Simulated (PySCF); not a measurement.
Species: SnEtMe3, C5H14Sn.
Bonds: Sn1–C2, Sn1–C9, Sn1–C13, Sn1–C17, C2–C3. Hydrogens: H4, H5 on C2; H6, H7, H8 on C3; H10, H11, H12 on C9; H14, H15, H16 on C13; H18, H19, H20 on C17.

Method: PySCF, PBE0-D3(BJ)/def2-SVP geometry optimisation, gas phase, def2 core potentials past Kr.

Task: How far are the bound atoms from Sn1?

Result: 4 atoms: C13 2.158 Å, C9 2.158 Å, C17 2.159 Å, C2 2.168 Å. The nearest atom not counted as bound is H4, at 2.71 Å (others tie with it).

Task: List the angles at Sn1.

Result: 
```csv
angle,degrees,distance of the outer atoms (Å)
C2–Sn1–C13,110.4,3.55
C13–Sn1–C17,109.8,3.53
C9–Sn1–C13,109.6,3.53
C9–Sn1–C17,109.1,3.52
C2–Sn1–C9,109.0,3.52
C2–Sn1–C17,108.9,3.52
```

Task: What is the shape at Sn1?

Result: Tetrahedral: angles from 108.9° to 110.4°; τ4 = (360° − α − β)/141° = 0.99 with α and β the two widest (0 for a square, 1 for a tetrahedron).

Task: What are the other bond lengths?

Result: C2–C3 1.523 Å; C2–H4, C2–H5 1.102 Å; C3–H6, C3–H7, C3–H8 1.103 Å; C9–H10 and 8 like bonds 1.100 Å.

Task: Give some angles away from the centre.

Result: Sn1–C2–C3 113.4°.

Point group: near Cs, missed by 0.21 Å at most; the miss may be what the optimiser left on a soft mode. Charge 0, singlet. No frequency check.

On AMD EPYC, one thread, no GPU, shared host with 64 logical CPUs at a one-minute load of 57, this took 4.6 min wall and 0.70 GiB of memory at its peak. That covers the optimisation of the geometry.
